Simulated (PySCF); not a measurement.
## Electron correlation in S⁺ (sulfur, charge +1)

[Ne] 3s1 3p3 4s1, high-spin 6S determinant (an excited configuration). Calculation: PySCF 2.14, in dyall-av3z (19s12p3d2f, 84 functions); the non-relativistic Hamiltonian (point nucleus). Frozen: [Ne]; 5 electrons correlated; the 23 highest virtual orbitals of each spin left out.

```csv
level,correlation energy (mhartree)
CCSD,-44.74
(T),-0.79
CCSD(T),-45.53
```

Diagnostics: T1 = 0.0086, D1 = 0.0271, largest double amplitude 0.037.

The outer electron is Rydberg-like, and this basis confines it to a smaller radius and binds it less than a complete one would.

Cost of the coupled-cluster step: of the order of 3 core-seconds, for 5 correlated electrons.

Iterations:

```
CC2 = 0
CCSD nocc = (np.int64(5), np.int64(0)), nmo = (56, 56)
frozen orbitals [[0, 1, 2, 3, 4, 61, 62, 63, 64, 65, 66, 67, 68, 69, 70, 71, 72, 73, 74, 75, 76, 77, 78, 79, 80, 81, 82, 83], [0, 1, 2, 3, 4, 61, 62, 63, 64, 65, 66, 67, 68, 69, 70, 71, 72, 73, 74, 75, 76, 77, 78, 79, 80, 81, 82, 83]]
max_cycle = 100
direct = 0
conv_tol = 1e-08
conv_tol_normt = 1e-06
diis_space = 8
diis_start_cycle = 0
Init t2, MP2 energy = -0.0343631197238812
Init E_corr(UCCSD) = -0.0343631197241372
cycle = 1  E_corr(UCCSD) = -0.0420340326287354  dE = -0.0076709129  norm(t1,t2) = 0.0331198
cycle = 2  E_corr(UCCSD) = -0.0439666499927694  dE = -0.00193261736  norm(t1,t2) = 0.0111216
cycle = 3  E_corr(UCCSD) = -0.0447981866923103  dE = -0.0008315367  norm(t1,t2) = 0.00424374
cycle = 4  E_corr(UCCSD) = -0.0447375247579873  dE = 6.06619343e-05  norm(t1,t2) = 0.000537863
cycle = 5  E_corr(UCCSD) = -0.0447380130962629  dE = -4.88338276e-07  norm(t1,t2) = 3.92381e-05
cycle = 6  E_corr(UCCSD) = -0.0447377628295594  dE = 2.50266703e-07  norm(t1,t2) = 3.39479e-06
cycle = 7  E_corr(UCCSD) = -0.0447378275654348  dE = -6.47358754e-08  norm(t1,t2) = 5.12781e-07
cycle = 8  E_corr(UCCSD) = -0.0447378176203903  dE = 9.94504448e-09  norm(t1,t2) = 1.00265e-07
UCCSD converged
E(UCCSD) = -396.539031049173  E_corr = -0.04473781762039033
UCCSD(T) correction = -0.000793297941758532
```
